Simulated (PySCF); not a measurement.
C₃H₉Si, SMILES [Si](C)(C)C, multiplicity 2.

Geometry: B3LYP-D3(BJ)/def2-SVP. The isomer is the one that the SMILES or the coordinates give; other isomers of the formula were not compared.

All values below come from PBE/def2-TZVP (PySCF).

Gas-phase values at a fixed geometry.

Computed frontier levels, dipole moment and polarisability:
| Item | Result |
|---|---|
| α spin, highest occupied and lowest empty level | -4.17 and 0.28 eV |
| β spin, highest occupied and lowest empty level | -7.18 and -2.42 eV |
| dipole moment | 0.69 D |
| quadrupole, principal values (traceless, Buckingham form, about the centre of nuclear charge) | -1.56, 0.78, 0.78 D·Å |
| mean static polarisability | 69.8 bohr³ (10.35 Å³) |
| polarisability, principal values | 60.1, 74.7, 74.7 bohr³ |
| ⟨S²⟩ | 0.752 (pure state 0.75) |
